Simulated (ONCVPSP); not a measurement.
What one change does to a pseudopotential (Ag (Z = 47), ONCV)

| Property | Result |
| --- | --- |
| Element | silver (Ag) |
| Generator | ONCVPSP 4.0.1 |
| Type | optimised norm-conserving Vanderbilt (ONCV) |
| Functional | LDA (Perdew-Wang 92) |
| Relativity | scalar-relativistic |
| Frozen core | [Kr] |
| Valence charge | 11 |
| Reference configuration | 4d10 5s1 |
| Partial waves | 5s: rc 2.65 bohr, ncon 3, nbas 6, qcut 2.7 1/bohr, 3 projectors, debl 3.6 Ha; p scattering state at 0.24 Ha: rc 2.05 bohr, ncon 3, nbas 7, qcut 4.7 1/bohr, 3 projectors, debl 0.4 Ha; 4d: rc 1.20 bohr, ncon 4, nbas 7, qcut 7.7 1/bohr, 2 projectors, debl 3.5 Ha |
| Local potential | polynomial inside 0.80 bohr (lpopt 5, dvloc0 -1 Ha) |
| Core correction | Teter function, fcfact 4.75, rcfact 1.45 |

All-electron outer shells of the reference configuration (LDA (PZ), scalar-relativistic, ld1.x):

| shell | level (eV) | outermost node (bohr) | outermost maximum (bohr) |
| --- | --- | --- | --- |
| 4p | -58.67 | 0.44 | 0.87 |
| 4d | -7.66 | 0.43 | 1.04 |
| 5s | -4.72 | 1.11 | 2.49 |

Change: d: rc 1.72.

Cutoffs: the cutoffs (Ha) at which the residual kinetic energy of the hardest occupied pseudo-wave falls to 1 and 0.1 mHa per electron; they do not see the model core or the augmentation charge, which bear on the density cutoff. Errors are all-electron minus pseudo energies relative to the spin-unpolarised reference configuration.

Problem. How do hardness, ghosts and transferability respond?

Solution. The potential gets softer (36 Ha and 105 Ha → 25 Ha and 30 Ha); both files keep a bound ghost (p, s); of the 4 tests that both files solve, the error grows in 0 and shrinks in 2 by more than 15 % and 0.3 meV (median size 28.4 → 25.1 meV). A larger radius leaves more room for a smooth pseudo-wave, so fewer plane waves are needed.

```csv
quantity,base,changed
"cutoff, loose",36 Ha,25 Ha
"cutoff, tight",105 Ha,30 Ha
loose cutoff by channel,"s 3.3 Ha, d 36 Ha","s 3.3 Ha, d 25 Ha"
bound ghosts,"s, p","s, p"
GHOST(+) flags under 300 eV,"s at 194.4 eV, p at 266.3 eV","s at 194.4 eV, p at 266.3 eV"
"error for 4d10 5s0, meV [ΔE 8.10 eV]",-7.5,-5.8
"error for 4d9 5s0, meV [ΔE 30.48 eV]",-49,-44
"error for 4d8 5s0, meV [ΔE 66.92 eV]",-286,-256
"error for 4d10 5s0 5p1, meV [ΔE 4.02 eV]",-2.8,-2.2
s: phases at 2.70 bohr within 0.05 rad from the reference energy up to (Ha; the scan ends near 5),to the end of the scan,to the end of the scan
p: phases at 2.08 bohr within 0.05 rad from the reference energy up to (Ha; the scan ends near 5),to the end of the scan,to the end of the scan
"rms error of d²Exc/dni dnj with the model core, mHa",0.63,0.67
```

 A true bound ghost makes a file unfit for plane-wave use even where its test errors are small: the radial tests pick states by their node count and pass the ghost by.
